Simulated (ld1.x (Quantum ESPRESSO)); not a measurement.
# u(r) = r·R(r): atom against pseudo-atom (Nb)

Columns: radius, all-electron u(r) and pseudo u(r) of the 5p shell (level -1.06 eV) of niobium in the configuration [Kr] 4d4 5s1 5p0; BLYP, scalar-relativistic, TM scheme, ld1.x (Quantum ESPRESSO) 7.5.

| r (bohr) | all-electron | pseudo |
| --- | --- | --- |
| 0.205 | -0.0441 | -0.0020 |
| 0.410 | -0.0773 | -0.0080 |
| 0.615 | 0.0568 | -0.0180 |
| 0.820 | 0.1526 | -0.0321 |
| 1.025 | 0.1724 | -0.0503 |
| 1.230 | 0.1364 | -0.0728 |
| 1.435 | 0.0708 | -0.0995 |
| 1.640 | -0.0055 | -0.1302 |
| 1.845 | -0.0816 | -0.1645 |
| 2.050 | -0.1522 | -0.2017 |
| 2.255 | -0.2149 | -0.2405 |
| 2.460 | -0.2688 | -0.2795 |
| 2.665 | -0.3142 | -0.3168 |
| 2.870 | -0.3515 | -0.3510 |
| 3.075 | -0.3816 | -0.3804 |
| 3.280 | -0.4052 | -0.4044 |
| 3.485 | -0.4230 | -0.4226 |
| 3.690 | -0.4356 | -0.4356 |
| 3.895 | -0.4440 | -0.4440 |
| 4.100 | -0.4485 | -0.4485 |
| 4.305 | -0.4497 | -0.4497 |
| 4.510 | -0.4482 | -0.4482 |
| 4.715 | -0.4443 | -0.4443 |
| 4.920 | -0.4384 | -0.4384 |
| 5.125 | -0.4308 | -0.4308 |
| 5.330 | -0.4219 | -0.4219 |

**Question.** How many radial nodes do the two functions have?

**Answer.** The all-electron 5p function has n − l − 1 = 3 (the table is too coarse to show those close to the nucleus); the pseudo-wave has 0, since the states of the same l below it are removed with the core.

**Question.** At about which radius was the pseudo-wave matched?

**Answer.** 4.10 bohr. The columns agree to 0.0005 from 3.48 bohr on; several derivatives are matched, so the curves merge somewhat inside the radius.

**Question.** Is the pseudo-wave norm-conserving?

**Answer.** Yes: the TM scheme keeps the norm inside the radius equal to the all-electron one, which fixes the energy derivative of the logarithmic derivative at the level.
